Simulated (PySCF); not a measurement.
OZn, SMILES [O]=[Zn]. Geometry: PBE0-D3(BJ)/def2-TZVPD.

All values below come from PBE0-D3(BJ)/def2-TZVPD (PySCF).

Harmonic wavenumbers (cm⁻¹): 749. Rotational constants (GHz): 13.59 (linear); symmetry number 1.

### Question
Work out the zero-point energy and the ideal-gas rigid-rotor harmonic-oscillator thermochemistry at 298.15 K and 1 atm.

### Answer
ZPE = ½ Σ hcν = ½ × 749 cm⁻¹ = 1.07 kcal/mol. H − E(el) = 3.20 kcal/mol. Entropy in cal/(mol K): translation 39.10, rotation 14.16, vibration 0.25, total 53.51. G − E(el) = -12.75 kcal/mol. Cp = 7.69 cal/(mol K).
